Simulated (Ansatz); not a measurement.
The cluster Mg4: single points at one geometry.

```yaml
crystal:
  periodic: [false, false, false]
  atoms:
    - {symbol: Mg, position_ang: [0.103972, 0.946376, -1.084050]}
    - {symbol: Mg, position_ang: [-0.103762, -0.948427, 1.082209]}
    - {symbol: Mg, position_ang: [-2.561490, 0.316926, -0.208660]}
    - {symbol: Mg, position_ang: [2.561281, -0.314875, 0.210511]}
basis:
  gaussian: {orbitals: STO-3G}
magnetization: {spin_polarized: true, initial_magnetization: 4}
hamiltonian: {xc: hf}
scf: {omitted_lower_state_checks: [starts]}
output: {orbitals: {seedname: orbitals}}
```

The file start.molden holds the orbitals of an earlier run on this structure, at another level or in another basis.

```sh
$ ansatz run in.yaml --threads 4 --pin off --events-out ev --progress --plain --max-ram 3916MiB
```

It prints (some lines left out):

```
Functional definition: HF
333 factors; integrals over basis functions are off by at most 2.8e-4 eV
mean field evaluation 1: about -21434.5802 eV, gradient 8.1e0 eV
mean field evaluation 2: about -21436.3054 eV, gradient 8.4e0 eV
mean field evaluation 4: about -21438.1291 eV, gradient 1.0e0 eV
mean field evaluation 8: about -21438.2034 eV, gradient 2.3e-1 eV
mean field evaluation 16: about -21438.2228 eV, gradient 1.8e-5 eV
mean field -21438.22275419 eV, -787.8401548673 hartree, gradient 4.1e-6 eV, S^2 6.027828; 0 other end points of the search recorded, 0 dependent functions left out
reference -21438.22275419 eV, -787.8401548673 hartree; 26, 22 occupied and 10, 14 virtual orbitals, 333 factors
Total energy: -21438.22275419 eV, -787.8401548673 hartree
Checks for a lower state left out: starts
```

It took 0.25 s on 4 threads of Arm Neoverse N1 on a shared host.

First input, but with `gaussian: {orbitals: def2-TZVP, initial_orbitals: start.molden}`, `hamiltonian: {xc: {name: revPBE}}` (abridged; 3.4 s):

```
Functional definition: revPBE
mean field -21770.47088951 eV, -800.0500486342 hartree, gradient 2.4e-6 eV, S^2 6.015585
Total energy: -21770.47093820 eV, -800.0500504235 hartree
Checks for a lower state left out: starts
```

The first input with `gaussian: {orbitals: def2-TZVPP, initial_orbitals: start.molden}`, `correlation: {method: ccsd_t}`, `scf: {omitted_lower_state_checks: [starts, cluster_reference]}` and without the key `hamiltonian` (abridged; 3.7 min):

```
Functional definition: HF
mean field evaluation 16: about -21724.3405 eV, gradient 2.1e-3 eV
mean field -21724.34046974 eV, -798.3547869759 hartree, gradient 2.1e-6 eV, S^2 6.287515
4 core orbitals not correlated: weight in the atoms' cores, before any rotation towards them, 1.000 or more for the frozen orbitals, at most 0.000 for the correlated occupied ones
second order -20.03751035 eV of doubles, -0.00000000 eV of singles
cycle   1  -20.82871160 eV  change   -7.9e-1 eV  update   1.2e-1
cycle   2  -21.27155995 eV  change   -4.4e-1 eV  update   6.3e-2
cycle   3  -21.32559476 eV  change   -5.4e-2 eV  update   4.0e-2
cycle   4  -21.33467537 eV  change   -9.1e-3 eV  update   2.7e-2
cycle   5  -21.36796098 eV  change   -3.3e-2 eV  update   2.2e-2
cycle   6  -21.38858326 eV  change   -2.1e-2 eV  update   1.9e-2
cycle   7  -21.40313074 eV  change   -1.5e-2 eV  update   1.5e-2
cycle   8  -21.42733379 eV  change   -2.4e-2 eV  update   9.5e-3
cycle   9  -21.42740309 eV  change   -6.9e-5 eV  update   5.1e-3
[...]
cycle  12  -21.43048300 eV  change    1.0e-5 eV  update   1.4e-3
cycle  13  -21.43084569 eV  change   -3.6e-4 eV  update   1.3e-3
cycle  14  -21.43053077 eV  change    3.1e-4 eV  update   1.1e-3
cycle  15  -21.43105980 eV  change   -5.3e-4 eV  update   8.2e-4
cycle  16  -21.43118172 eV  change   -1.2e-4 eV  update   5.3e-4
cycle  17  -21.43126636 eV  change   -8.5e-5 eV  update   3.4e-4
cycle  18  -21.43114058 eV  change    1.3e-4 eV  update   2.2e-4
cycle  19  -21.43103058 eV  change    1.1e-4 eV  update   1.3e-4
cycle  20  -21.43101320 eV  change    1.7e-5 eV  update   8.1e-5
cycle  21  -21.43100847 eV  change    4.7e-6 eV  update   5.3e-5
cycle  22  -21.43103372 eV  change   -2.5e-5 eV  update   3.1e-5
cycle  23  -21.43105275 eV  change   -1.9e-5 eV  update   1.7e-5
perturbative correction -0.50540918 eV, -0.0185734446 hartree
Total energy: -21746.27693166 eV, -799.1609370827 hartree
Checks for a lower state left out: starts, cluster_reference
```

The first input with `gaussian: {orbitals: def2-TZVP, initial_orbitals: start.molden}`, `hamiltonian: {xc: pbe}` (abridged; 3.5 s):

```
Functional definition: PBE
mean field -21761.80882021 eV, -799.7317234590 hartree, gradient 3.9e-6 eV, S^2 6.012264
Total energy: -21761.80885983 eV, -799.7317249148 hartree
Checks for a lower state left out: starts
```

First input, but with `gaussian: {orbitals: def2-TZVP, initial_orbitals: start.molden}`, `correlation: {method: mp2}` and without the key `hamiltonian` (abridged; 3.6 s):

```
Functional definition: HF
mean field evaluation 16: about -21724.3405 eV, gradient 2.1e-3 eV
mean field -21724.34046974 eV, -798.3547869759 hartree, gradient 2.1e-6 eV, S^2 6.287515
4 core orbitals not correlated: weight in the atoms' cores, before any rotation towards them, 1.000 or more for the frozen orbitals, at most 0.000 for the correlated occupied ones
second order -20.03751035 eV of doubles, -0.00000000 eV of singles
Total energy: -21744.37798009 eV, -799.0911518994 hartree
Checks for a lower state left out: starts
```

The first input with `gaussian: {orbitals: def2-TZVP, initial_orbitals: start.molden}` (abridged; 3.1 s):

```
Functional definition: HF
mean field evaluation 16: about -21724.3405 eV, gradient 2.1e-3 eV
mean field -21724.34046974 eV, -798.3547869759 hartree, gradient 1.0e-5 eV, S^2 6.287517
Total energy: -21724.34046974 eV, -798.3547869759 hartree
Checks for a lower state left out: starts
```

As the first input, with `gaussian: {orbitals: def2-TZVP, initial_orbitals: start.molden}`, `hamiltonian: {xc: {name: LC-wPBE}}` (abridged; 10 s):

```
Functional definition: LC-wPBE
mean field -21765.97086879 eV, -799.8846759231 hartree, gradient 8.6e-6 eV, S^2 6.107949
Total energy: -21765.97086880 eV, -799.8846759233 hartree
Checks for a lower state left out: starts
```

Geometry: r2SCAN/def2-TZVP.

LC-ωPBE has ω = 0.4 bohr⁻¹. Correlated methods freeze 4 core orbitals; core or outer-core shells of Mg are correlated, in sets that lack core-valence functions. At HF/STO-3G the highest occupied level of the charge 0 quintet lies above zero (up to 4.86 eV). In Hartree–Fock with STO-3G the lack of diffuse functions raises the level. At CCSD(T)/def2-TZVPP T1 of the charge 0 quintet is large (up to 0.066), so the single-reference result is doubtful. At CCSD(T)/def2-TZVPP, MP2/def2-TZVP, HF/def2-TZVP the charge 0 quintet is spin-contaminated (final ⟨S²⟩ up to 6.29, 6.00 for a pure state). At PBE0/def2-TZVP a singlet of charge 0 lies 2.52 eV below the quintet, each at its own geometry. The structure comes from a short search, and lower isomers may exist.
